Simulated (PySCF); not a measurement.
TiCl3, SMILES [Cl][Ti+]([Cl])[Cl], charge +1, multiplicity 1. Heavy atoms are numbered as in [Ti+:1]([Cl:2])([Cl:3])[Cl:4].

Geometry optimised at PBE0-D3(BJ)/def2-SVP. The spin state was assumed, not searched. The isomer is the one that the SMILES or the coordinates give; other isomers of the formula were not compared.

The numbers are results of PySCF with PBE/pcSseg-1, not measurements.

GIAO shieldings, no solvent; atoms alike by connectivity are averaged. δ = σ(ref) − σ: ³⁵Cl against HCl (σ = 936.5 ppm), references at their B3LYP-D3(BJ)/def2-TZVP geometries, non-relativistic (without spin–orbit terms, shifts of atoms bonded to Cl or Br come out too high).

Computed chemical shifts:
```tsv
nucleus	atoms	count	δ (ppm)
³⁵Cl	Cl2	3	1456.5
```
